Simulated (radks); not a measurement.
Species: Li II. Configuration: [He].

All-electron calculation, Dirac Kohn-Sham, LDA (Slater exchange, Perdew-Wang correlation), spin-unpolarised, spherical densities, finite nucleus; Fermi nuclear charge, rms radius 2.444 fm. Program: a radial shooting solver on a logarithmic mesh with Libxc functionals.

Energy parts (hartree):
total: -7.14295
kinetic: 7.05861
electron-nucleus: -15.91557
Hartree: 3.24411
exchange-correlation: -1.53010

Orbitals (lengths in bohr, moments of r in powers of bohr; r(90%) holds 90 % of the orbital's charge):
orbital  occ.  eigenvalue (hartree)  r(90%)   <r^4>
1s1/2       2              -2.19012    1.06  0.5969

The highest occupied level is 1s1/2 at -59.596 eV. The electron density at the nucleus is 13.49 e/bohr^3. The density falls to 0.001 e/bohr^3 at r = 1.86 bohr.
